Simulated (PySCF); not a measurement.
**Electron correlation in Eu²⁺ (europium, charge +2)**

[Xe] 4f6 5d1, one real determinant (an excited configuration). Computed with PySCF 2.14 in cc-pVDZ-X2C (8s7p5d3f1g, 84 functions), with scalar relativity by spin-free X2C-1e. Frozen: [Kr] 4d10; 15 electrons correlated.

```csv
level,correlation energy (mhartree)
CCSD,-366.80
(T),-9.57
CCSD(T),-376.37
```

Diagnostics: T1 = 0.0072, D1 = 0.0164, largest double amplitude 0.048.

Problem. Is a single reference adequate?

Solution. Yes, within this model without spin-orbit coupling: T1 lies below 0.03 and no double amplitude reaches 0.07.

The reference is one real determinant that mixes LS terms of this configuration.
